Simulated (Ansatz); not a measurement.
ClSn, SMILES [Cl][Sn] (connectivity only; charge and spin as stated), neutral, multiplicity 2.

Geometry: B3LYP-D3(BJ)/def2-TZVP. The def2 effective core potentials stand for the cores of Sn; spin–orbit coupling is left out.

Two levels are set side by side: PBE/def2-TZVPD (Ansatz, a quantum-chemistry and plane-wave program) and ωB97X-V/def2-TZVPD (Ansatz). Energy differences of separate SCF runs at the same geometry; the states with an electron removed or added have multiplicity 1 and 3. Differences are taken from unrounded values.

```
quantity                          PBE
-------------------------------  ----
vertical ionisation energy (eV)  7.01
vertical electron affinity (eV)  1.30
```

### Question
These are the PBE values. What does ωB97X-V give? (Estimate from the structure and the level; the computed values follow.)

### Answer

```json
[
 {"quantity": "vertical ionisation energy (eV)", "ωB97X-V": "7.14", "PBE minus ωB97X-V": "-0.13"},
 {"quantity": "vertical electron affinity (eV)", "ωB97X-V": "1.26", "PBE minus ωB97X-V": "0.04"}
]
```
